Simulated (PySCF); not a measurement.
Choosing a molecule for a target property.

Each SMILES stands for a single optimised conformer of the isolated species, non-relativistic unless stated; the electronic structure was computed with PySCF and density fitting.

Dipoles, sizes and rotational constants follow the conformer. The torsions of the flexible species, by atom-mapped SMILES:
- `[CH3:1][CH2:2][S:3][C@@H:4]1[CH2:5][Si@H:6]1[CH3:7]`: C1–C2–S3–C4 75°, C2–S3–C4–C5 -86°
- `[O:1]=[C:2]([OH:3])[c:4]1[cH:5][cH:6][n:7][cH:8][cH:9]1`: O1–C2–C4–C5 180°, H–O3–C2–O1 0°
- `[O:1]=[c:2]1[o:3][cH:4][c:5]([CH:6]([F:7])[F:8])[o:9]1`: C4–C5–C6–F7 58°

The conformers of `CC1=CC[PH2+]C1` and `[SiH3]C1CCSCC1` aren't listed.

Task: Wanted: static isotropic polarisability between 70 au and 100 au (B3LYP/def2-SVPD) and lowest singlet excitation above 5.1 eV (TDDFT B3LYP/def2-SVPD), at GFN2-xTB geometries. Which candidate meets both?
A. `[SiH3]C1CCSCC1`
B. `c1(ccncc1)C(O)=O`
C. `CCS[C@@H]1C[Si@H]1C`
D. `CC1=CC[PH2+]C1`
E. `O=c1occ(C(F)F)o1`

Result: D. Computed values:
```csv
species,static isotropic polarisability,lowest singlet excitation
O=c1occ(C(F)F)o1,56.7 au,6.03 eV
CC1=CC[PH2+]C1,73.4 au,5.44 eV
c1(ccncc1)C(O)=O,81.7 au,4.03 eV
[SiH3]C1CCSCC1,105.6 au,5.23 eV
CCS[C@@H]1C[Si@H]1C,112.0 au,5.04 eV
```
